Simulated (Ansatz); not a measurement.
C$_{2}$H$_{8}$N$_{2}$Si, SMILES `N=C([SiH3])CN` at its PBE0-D4/def2-TZVP geometry, where that method's forces vanish. Charge 0, multiplicity 1.

| atom | x (Å) | y (Å) | z (Å) |
| --- | --- | --- | --- |
| N1 | 0.325 | -1.695 | -0.239 |
| C2 | -0.021 | -0.479 | -0.334 |
| Si3 | -0.548 | 0.153 | -2.039 |
| C4 | -0.025 | 0.484 | 0.840 |
| N5 | 0.583 | -0.096 | 2.017 |
| H6 | 0.580 | -1.888 | 0.739 |
| H7 | 0.461 | 1.129 | -2.537 |
| H8 | -1.844 | 0.880 | -1.924 |
| H9 | -0.676 | -0.981 | -2.982 |
| H10 | 0.434 | 1.430 | 0.514 |
| H11 | -1.072 | 0.726 | 1.059 |
| H12 | 1.586 | 0.030 | 2.019 |
| H13 | 0.217 | 0.307 | 2.867 |

Question: For each bond, give half the difference of the two atoms' forces along it (eV/Å; positive pushes the atoms apart) under PBE-D4, r2SCAN-D4, B3LYP-D4, ωB97M-V in def2-TZVPP. (Estimate.)

Answer: Ansatz gave: 
| bond | length (Å) | PBE-D4 | r2SCAN-D4 | B3LYP-D4 | ωB97M-V |
| --- | --- | --- | --- | --- | --- |
| N1–C2 | 1.268 | 0.64 | 0.31 | 0.13 | 0.05 |
| N1–H6 | 1.030 | 0.26 | 0.00 | -0.09 | -0.10 |
| C2–Si3 | 1.893 | -0.16 | -0.07 | -0.02 | 0.00 |
| C2–C4 | 1.519 | -0.10 | 0.01 | 0.08 | 0.10 |
| Si3–H7 | 1.490 | 0.07 | -0.02 | -0.07 | -0.11 |
| Si3–H8 | 1.490 | 0.07 | -0.02 | -0.07 | -0.10 |
| Si3–H9 | 1.480 | 0.08 | -0.03 | -0.08 | -0.12 |
| C4–N5 | 1.446 | 0.11 | 0.18 | 0.26 | 0.25 |
| C4–H10 | 1.101 | 0.08 | -0.05 | -0.11 | -0.14 |
| C4–H11 | 1.096 | 0.10 | -0.05 | -0.13 | -0.14 |
| N5–H12 | 1.011 | 0.23 | 0.00 | -0.05 | -0.07 |
| N5–H13 | 1.009 | 0.21 | -0.03 | -0.07 | -0.09 |

B3LYP here is the variant with VWN-RPA as its local correlation; programs differ in this.
